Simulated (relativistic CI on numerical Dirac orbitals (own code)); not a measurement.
## Sensitivity of the levels of C III to α

Calculated at this level of theory: Dirac-Coulomb-Breit CI, separate exchange-only KLI orbitals for each configuration, valence Slater integrals scaled by 0.85, P86 correlation energy added to each configuration, derivatives by finite differences, QED left out (own radial code, finite nucleus).

CI space (outside the closed core 1s2): 2s², 2s2p, 2p², 2p3s, 2s3s, 2p3p, 2s3p, 2s3d. Levels of other configurations are missing.

With x = (α/α₀)² − 1 an excitation energy changes as ω = ω₀ + qx; K = 2q/ω₀ is the relative enhancement. Terms are leading LS components, so labels can repeat.

Lowest level 2s² ¹S0.

| Level | ω₀ (cm⁻¹) | q (cm⁻¹) | K |
| --- | --- | --- | --- |
| 2s2p ³P°0 | 52742 | 92.17 | 0.0035 |
| 2s2p ³P°1 | 52763 | 113.3 | 0.0043 |
| 2s2p ³P°2 | 52815 | 165.8 | 0.00628 |
| 2s2p ¹P°1 | 103972 | 157.1 | 0.00302 |
| 2p² ³P0 | 138806 | 258.4 | 0.00372 |
| 2p² ³P1 | 138834 | 285.6 | 0.00411 |
| 2p² ³P2 | 138876 | 328.5 | 0.00473 |
| 2p² ¹D2 | 150780 | 300.6 | 0.00399 |
| 2p² ¹S0 | 184675 | 302.3 | 0.00327 |
| 2s3s ³S1 | 237451 | 89.73 | 0.000756 |
| 2s3s ¹S0 | 245464 | 100.8 | 0.000821 |
| 2s3p ³P°0 | 259694 | 113.7 | 0.000876 |
| 2s3p ³P°1 | 259699 | 117.8 | 0.000907 |
| 2s3p ³P°2 | 259713 | 132.7 | 0.00102 |
| 2s3p ¹P°1 | 259800 | 136 | 0.00105 |
| 2s3d ³D1 | 269397 | 132.6 | 0.000984 |
| 2s3d ³D2 | 269397 | 133.1 | 0.000988 |
| 2s3d ³D3 | 269399 | 135.4 | 0.001 |
| 2s3d ¹D2 | 276995 | 131.9 | 0.000952 |
| 2p3s ³P°0 | 309107 | 202.2 | 0.00131 |
| 2p3s ³P°1 | 309140 | 234.4 | 0.00152 |
| 2p3s ³P°2 | 309207 | 302.1 | 0.00195 |
| 2p3s ¹P°1 | 316509 | 266.8 | 0.00169 |

For a near-neutral ion this model can misplace configurations by up to about 10,000 cm⁻¹ (more where the count of f electrons changes) and terms by 10 to 25 % of their spread. Rates follow the energies as ν³ (E1, M1) or ν⁵ (E2), so they and the lifetimes can be off by large factors. The fine structure of a lone outer electron comes out too small, for d and f at times inverted, and misplaced configurations move strength between like terms.
